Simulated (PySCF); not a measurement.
## Name the molecule from its bond curve

A diatomic of charge 0 contains I. Its singlet curve at PBE0 in a triple-zeta basis (scalar-relativistic core potentials, PySCF), in eV from the separated fragments:

R (Å), E (eV) and a bar:
```
    2.347     -2.690 ##########################
    2.456     -2.979 ###########
    2.565     -3.138 ###
    2.647     -3.193 #
    2.729     -3.207 
    2.811     -3.191 #
    2.920     -3.133 ####
    3.057     -3.021 #########
    3.220     -2.852 ##################
    3.438     -2.600 ##############################
```

The fit gives ωe = 257 cm⁻¹ and the rotational constant Bₑ = 0.1168 cm⁻¹.

Question: Which atom is the partner?

Answer: The minimum lies at 2.723 Å, so the reduced mass is 16.8576 u Å² cm⁻¹/(Bₑ·Re²) = 19.47 u. With I at 126.90 u the partner weighs about 23.0 u: Na. The molecule is NaI.

Spin–orbit coupling is left out.
